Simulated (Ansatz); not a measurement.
Cu(PH3)(OH) (CuPOH₄). Total charge 0; singlet. Geometry B3LYP-D4/def2-TZVP.

```
atom   x (Å)   y (Å)   z (Å)
 Cu1  -0.472   0.630   0.535
  P2   0.608  -0.896  -0.533
  H3  -0.048  -1.664  -1.516
  H4   1.180  -1.958   0.196
  H5   1.743  -0.543  -1.288
  O6  -1.357   1.826   1.542
  H7  -1.655   2.605   1.065
```

The 6-31G sets use Cartesian d functions. B3LYP takes the VWN-RPA correlation. HSE06 is defined as in plane-wave codes, on full-range PBE exchange.

Task: Estimate the orbital energies around the gap (eV) in Ansatz with HF/STO-3G, HF/6-31G, PBE-D4/def2-TZVP, B3LYP-D4/6-31G, HSE06-D4/def2-TZVP.

Result: 
```csv
orbital,HF/STO-3G,HF/6-31G,PBE-D4/def2-TZVP,B3LYP-D4/6-31G,HSE06-D4/def2-TZVP
HOMO−9,-14.27,-16.09,-10.84,-12.26,-11.97
HOMO−8,-13.77,-14.85,-10.28,-11.27,-11.31
HOMO−7,-12.99,-13.69,-9.10,-10.17,-10.07
HOMO−6,-9.54,-12.61,-6.95,-7.38,-8.26
HOMO−5,-9.10,-12.18,-6.90,-7.22,-8.08
HOMO−4,-8.61,-12.17,-6.10,-6.10,-7.70
HOMO−3,-7.34,-12.04,-6.09,-5.83,-7.70
HOMO−2,-6.03,-10.77,-6.08,-5.83,-7.29
HOMO−1,-5.81,-9.51,-5.27,-5.53,-6.12
HOMO,-2.47,-8.87,-4.84,-5.31,-5.79
LUMO,4.70,2.34,-1.45,-0.48,-0.99
LUMO+1,5.22,2.52,-1.37,-0.35,-0.92
LUMO+2,12.21,2.83,-1.00,-0.02,-0.57
LUMO+3,12.26,4.24,0.38,1.24,0.97
LUMO+4,13.26,4.52,1.65,1.71,2.17
LUMO+5,16.48,4.94,2.12,1.85,2.78
```
